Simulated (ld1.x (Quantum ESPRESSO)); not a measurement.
## u(r) = r·R(r): atom against pseudo-atom (Ag)

Columns: radius, all-electron u(r) and pseudo u(r) of the 5s shell (level -5.53 eV) of silver in the configuration [Kr] 4d10 5s0.75 5p0; PBE, non-relativistic, TM scheme, ld1.x (Quantum ESPRESSO) 7.5.

```json
{"r (bohr)": "0.140", "all-electron": "-0.0522", "pseudo": "0.0165"}
{"r (bohr)": "0.280", "all-electron": "0.1680", "pseudo": "0.0338"}
{"r (bohr)": "0.420", "all-electron": "0.0321", "pseudo": "0.0527"}
{"r (bohr)": "0.560", "all-electron": "-0.1678", "pseudo": "0.0741"}
{"r (bohr)": "0.700", "all-electron": "-0.2613", "pseudo": "0.0990"}
{"r (bohr)": "0.840", "all-electron": "-0.2413", "pseudo": "0.1284"}
{"r (bohr)": "0.980", "all-electron": "-0.1492", "pseudo": "0.1632"}
{"r (bohr)": "1.120", "all-electron": "-0.0257", "pseudo": "0.2040"}
{"r (bohr)": "1.260", "all-electron": "0.1024", "pseudo": "0.2509"}
{"r (bohr)": "1.400", "all-electron": "0.2209", "pseudo": "0.3033"}
{"r (bohr)": "1.540", "all-electron": "0.3232", "pseudo": "0.3595"}
{"r (bohr)": "1.680", "all-electron": "0.4078", "pseudo": "0.4167"}
{"r (bohr)": "1.820", "all-electron": "0.4749", "pseudo": "0.4712"}
{"r (bohr)": "1.960", "all-electron": "0.5262", "pseudo": "0.5194"}
{"r (bohr)": "2.100", "all-electron": "0.5635", "pseudo": "0.5583"}
{"r (bohr)": "2.240", "all-electron": "0.5889", "pseudo": "0.5862"}
{"r (bohr)": "2.380", "all-electron": "0.6043", "pseudo": "0.6034"}
{"r (bohr)": "2.520", "all-electron": "0.6112", "pseudo": "0.6111"}
{"r (bohr)": "2.660", "all-electron": "0.6111", "pseudo": "0.6111"}
{"r (bohr)": "2.800", "all-electron": "0.6055", "pseudo": "0.6055"}
{"r (bohr)": "2.940", "all-electron": "0.5953", "pseudo": "0.5953"}
{"r (bohr)": "3.080", "all-electron": "0.5815", "pseudo": "0.5815"}
{"r (bohr)": "3.220", "all-electron": "0.5649", "pseudo": "0.5649"}
{"r (bohr)": "3.360", "all-electron": "0.5463", "pseudo": "0.5463"}
{"r (bohr)": "3.500", "all-electron": "0.5261", "pseudo": "0.5261"}
{"r (bohr)": "3.640", "all-electron": "0.5048", "pseudo": "0.5048"}
```

How many radial nodes do the two functions have?

The all-electron 5s function has n − l − 1 = 4 (the table is too coarse to show those close to the nucleus); the pseudo-wave has 0, since the states of the same l below it are removed with the core.

At about which radius was the pseudo-wave matched?

2.80 bohr. The columns agree to 0.0005 from 2.52 bohr on; several derivatives are matched, so the curves merge somewhat inside the radius.

Is the pseudo-wave norm-conserving?

Yes: the TM scheme keeps the norm inside the radius equal to the all-electron one, which fixes the energy derivative of the logarithmic derivative at the level.
